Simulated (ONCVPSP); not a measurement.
What one change does to a pseudopotential (H (Z = 1), ONCV)

| Property | Result |
| --- | --- |
| Element | H (Z = 1) |
| Generator | ONCVPSP 4.0.1 |
| Type | optimised norm-conserving Vanderbilt (ONCV) |
| Functional | PBE |
| Relativity | scalar-relativistic |
| Frozen core | none |
| Valence charge | 1 |
| Reference configuration | 1s1 |
| Partial waves | 1s: rc 0.75 bohr, ncon 5, nbas 10, qcut 8.7 1/bohr, 2 projectors, debl 1.9 Ha; p scattering state at 0.23 Ha: rc 0.60 bohr, ncon 4, nbas 8, qcut 14.4 1/bohr, 2 projectors, debl 2.6 Ha |
| Local potential | polynomial inside 0.60 bohr (lpopt 5, dvloc0 1 Ha) |
| Core correction | none |

Change: all radii scaled by about 1.24 (s 0.94, p 0.74 bohr); local potential polynomial inside 0.74 bohr (lpopt 5, dvloc0 1 Ha).

Cutoffs: the cutoffs (Ha) at which the residual kinetic energy of the hardest occupied pseudo-wave falls to 1 and 0.1 mHa per electron; they do not see the model core or the augmentation charge, which bear on the density cutoff. Errors are all-electron minus pseudo energies relative to the spin-unpolarised reference configuration.

Q: Predict the effect on cutoff, ghosts and configuration errors.

A: The potential gets softer (26 Ha and 44 Ha → 21 Ha and 32 Ha); neither file shows a bound ghost. A larger radius leaves more room for a smooth pseudo-wave, so fewer plane waves are needed.

| quantity | base | changed |
| --- | --- | --- |
| cutoff, loose | 26 Ha | 21 Ha |
| cutoff, tight | 44 Ha | 32 Ha |
| bound ghosts | none | none |
| GHOST(+) flags under 300 eV | none | none |
| error for 1s0.5, meV [ΔE 4.76 eV] | +0.2 | +0.5 |
